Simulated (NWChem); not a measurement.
System meant: C2H6Cl2Sn; SMILES [Sn]([CH3])([Cl])([CH3])[Cl]

Here is an NWChem input.

```
start job
memory heap 200 mb stack 900 mb global 1100 mb
geometry units angstroms noautoz
  C     -0.003553     1.877893    -1.351738
  Sn     0.000000     0.000000    -0.296296
  C      0.003553    -1.877893    -1.351738
  Cl    -1.906020    -0.003410     1.127566
  Cl     1.906020     0.003410     1.127566
  H      0.841774     1.898241    -2.065165
  H      0.109774     2.688938    -0.609195
  H     -0.963202     1.989318    -1.890547
  H     -0.109774    -2.688938    -0.609195
  H      0.963202    -1.989318    -1.890547
  H     -0.841774    -1.898241    -2.065165
end
basis spherical
  * library def2-svp
end
ecp
  Sn library def2-ecp
end
dft
  odft
  mult 2
  xc pbe0
  iterations 150
  mulliken
end
task dft energy
```

End of the output:

```
                                 NWChem DFT Module
                                 -----------------

 Summary of "ao basis" -> "ao basis" (spherical)
 ------------------------------------------------------------------------------
       Tag                 Description            Shells   Functions and Types
 ---------------- ------------------------------  ------  ---------------------
 C                          def2-svp                 6       14   3s2p1d
 Sn                         def2-svp                10       26   4s4p2d
 Cl                         def2-svp                 8       18   4s3p1d
 H                          def2-svp                 3        5   2s1p

 Summary of "ao basis" -> "ao basis" (spherical)
 ------------------------------------------------------------------------------
       Tag                 Description            Shells   Functions and Types
 ---------------- ------------------------------  ------  ---------------------
 C                          def2-svp                 6       14   3s2p1d
 Sn                         def2-svp                10       26   4s4p2d
 Cl                         def2-svp                 8       18   4s3p1d
 H                          def2-svp                 3        5   2s1p

      Symmetry analysis of basis
      --------------------------

        a          61
        b          59

  number of electrons :                   74
  multiplicity        :                    2
 ------------------------------------------------------------------------
  no. of electrons and multiplicity not compatible                  74
 ------------------------------------------------------------------------
 ------------------------------------------------------------------------
  current input line :
    29: task dft energy
 ------------------------------------------------------------------------
 ------------------------------------------------------------------------
 There is an error in the input file
 ------------------------------------------------------------------------
 For more information see the NWChem manual at https://nwchemgit.github.io

0: no. of electrons and multiplicity not compatible:Received an Error in Communication
```

Problem. Can this run be used? If not, why, and what is the fix?

Solution. The input was rejected before any calculation. Cause: the multiplicity doesn't fit the number of electrons (an even count wants an odd multiplicity, and the reverse). This input runs:
```
start job
memory heap 200 mb stack 900 mb global 1100 mb
geometry units angstroms noautoz
  C     -0.003553     1.877893    -1.351738
  Sn     0.000000     0.000000    -0.296296
  C      0.003553    -1.877893    -1.351738
  Cl    -1.906020    -0.003410     1.127566
  Cl     1.906020     0.003410     1.127566
  H      0.841774     1.898241    -2.065165
  H      0.109774     2.688938    -0.609195
  H     -0.963202     1.989318    -1.890547
  H     -0.109774    -2.688938    -0.609195
  H      0.963202    -1.989318    -1.890547
  H     -0.841774    -1.898241    -2.065165
end
basis spherical
  * library def2-svp
end
ecp
  Sn library def2-ecp
end
dft
  xc pbe0
  iterations 150
  mulliken
end
task dft energy
```
It converges to -1213.87593 Ha (PBE0/def2-SVP with def2 effective core potentials on Sn).
